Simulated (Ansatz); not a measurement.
Relaxation of a periodic cell of 19 atoms, AgC₁₈ (surface graphene monolayer, adsorbate Ag), to a largest force component of 0.03 eV/Å in at most 60 steps.

Theory: DFT r2SCAN, scalar-relativistic, plane waves, PAW (Ansatz). Settings: cutoff 500 eV, k mesh 2x2x1, gaussian smearing 0.02 eV, spin collinear.

```xyz
19
Lattice="7.3980 0.0000 0.0000 -3.6990 6.4069 0.0000 0.0000 0.0000 12.0000" Properties=species:S:1:pos:R:3
C 0.000 0.000 1.000
C 1.233 0.712 1.000
C -1.233 2.136 1.000
C 0.000 2.847 1.000
C -2.466 4.271 1.000
C -1.233 4.983 1.000
C 2.466 0.000 1.000
C 3.699 0.712 1.000
C 1.233 2.136 1.000
C 2.466 2.847 1.000
C 0.000 4.271 1.000
C 1.233 4.983 1.000
C 4.932 0.000 1.000
C 6.165 0.712 1.000
C 3.699 2.136 1.000
C 4.932 2.847 1.000
C 2.466 4.271 1.000
C 3.699 4.983 1.000
Ag 3.743 5.757 3.180
```

Where does it end, and by what steps?

It converged. The force dipped under the threshold on the way, but the program's further checks kept it going. Limits of this set-up: coarse k mesh, slab without dipole correction, a typed lattice constant that wasn't relaxed here. After 12 steps the energy has fallen by 0.212 eV; Ag19 moved furthest, 0.76 Å. Parted: C18–Ag19 (2.31 → 3.01 Å).

```csv
step,energy less start (eV),largest force component (eV/Å),accepted
0,0.0000,1.264,yes
1,-0.1443,0.520,yes
2,-0.1804,0.182,yes
3,-0.1931,0.154,yes
4,-0.1996,0.151,yes
5,-0.2033,0.056,yes
6,-0.2040,0.023,yes
7,-0.2049,0.040,yes
8,-0.2083,0.067,yes
9,-0.2107,0.090,yes
10,-0.2040,0.195,no
11,-0.2117,0.022,yes
12,-0.2118,0.018,yes
```

```xyz
19
Lattice="7.3980 0.0000 0.0000 -3.6990 6.4069 0.0000 0.0000 0.0000 12.0000" Properties=species:S:1:pos:R:3
C 0.002 -0.034 1.027
C 1.240 0.681 0.986
C -1.232 2.103 0.968
C 0.002 2.815 0.972
C -2.463 4.236 0.968
C -1.231 4.949 0.971
C 2.470 -0.033 0.968
C 3.701 0.679 0.964
C 1.236 2.104 0.968
C 2.469 2.813 0.964
C 0.002 4.238 0.973
C 1.234 4.949 0.972
C 4.932 -0.033 0.968
C 6.162 0.681 0.985
C 3.701 2.102 0.968
C 4.933 2.813 0.964
C 2.467 4.236 0.968
C 3.701 4.944 0.985
Ag 3.708 6.360 3.639
```

Whether the end is a true minimum wasn't checked by a vibrational analysis.

The run took 6.9 min on 4 threads of Intel(R) Xeon(R) Gold 6455B (Sapphire Rapids), on a shared host, peak memory 2.4 GiB.
